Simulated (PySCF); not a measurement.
Precursor series metal swap MX4 OH. Isolated molecules, 0 K electronic values unless said otherwise. One relaxed conformer stands for each flexible species; it need not be the lowest.

Method: PySCF with B3LYP-D3(BJ)/def2-TZVP // BP86-D3(BJ)/def2-SVP. All candidates: neutral, multiplicity 1. B3LYP has the VWN-RPA correlation part, as in Gaussian. 

The HOMO–LUMO gap comes out as 5.90 eV and the HOMO comes out as -8.77 eV. The LUMO is -2.87 eV.

Question: Which member has these values?
(A) [Ti(OH)4]
(B) [Mo(=O)2(OH)2]
(C) [W(=O)2(OH)2]
(D) [W(=O)(OH)4]

Answer: B, [Mo(=O)2(OH)2]. The others give [Ti(OH)4]: 7.16 eV, -8.75 eV, -1.59 eV; [W(=O)2(OH)2]: 6.33 eV, -8.54 eV, -2.21 eV; [W(=O)(OH)4]: 5.67 eV, -9.01 eV, -3.34 eV
